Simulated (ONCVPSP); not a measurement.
praseodymium (Pr), ONCV: configuration errors across variants

| Item | Value |
| --- | --- |
| Element | praseodymium (Pr) |
| Generator | ONCVPSP 4.0.1 |
| Type | optimised norm-conserving Vanderbilt (ONCV) |
| Functional | PW91 |
| Relativity | fully relativistic |
| Frozen core | [Kr] 4d10 4f2 |
| Valence charge | 11 |
| Reference configuration | 5s2 5p6 5d1 (charge +2) |
| Partial waves | 5s: rc 1.75 bohr, ncon 4, nbas 9, qcut 3.3 1/bohr, 1 projector; 5p: rc 2.75 bohr, ncon 5, nbas 10, qcut 4.7 1/bohr, 3 projectors, debl 3.5 Ha; 5d: rc 2.85 bohr, ncon 3, nbas 8, qcut 4.3 1/bohr, 1 projector |
| Local potential | polynomial inside 1.45 bohr (lpopt 2, dvloc0 4 Ha) |
| Core correction | Teter function, fcfact 1.5, rcfact 1.5 |

Open shells are filled in proportion to 2j + 1.

In the p channel the program set the typed energies aside and used -1.323, 0.050, 3.550 Ha (j = l + 1/2; the other j can differ).

All-electron excitation energies from the reference (eV): (1) 5s2 5p6 5d1 6s2 -17.497; (2) 5s2 5p6 5d1 6s1 -11.285; (3) 5s2 5p6 5d0 19.418; (4) 5s2 5p6 5d1 6p2 -12.335.

1 further variants failed, have other tests or too few solved ones, and are left out.

Errors AE − PS in meV (a dash: test not solved or not reliable):

| change | (1) | (2) | (3) | (4) | bound ghosts | GHOST(+) flags above zero |
| --- | --- | --- | --- | --- | --- | --- |
| base | +433 | +297 | -16 | +12 | none | none |
| s: qcut 3.2; p: qcut 4.5; d: qcut 4.1 | +454 | +313 | -14 | +12 | none | none |
| core correction Teter function, fcfact 4.75, rcfact 1.45 | +430 | +297 | -20 | +12 | none | none |
| p: nproj 1 | +433 | +297 | -13 | +133 | none | none |
| core correction Teter function, fcfact 1.5, rcfact 1.78 | +411 | +288 | -44 | +8.0 | none | none |

Task: Give the same row for: core correction Teter function, fcfact 6.8, rcfact 1.5.

Result: +424, +294, -31, +11; bound ghosts: none; GHOST(+) flags above zero: none.
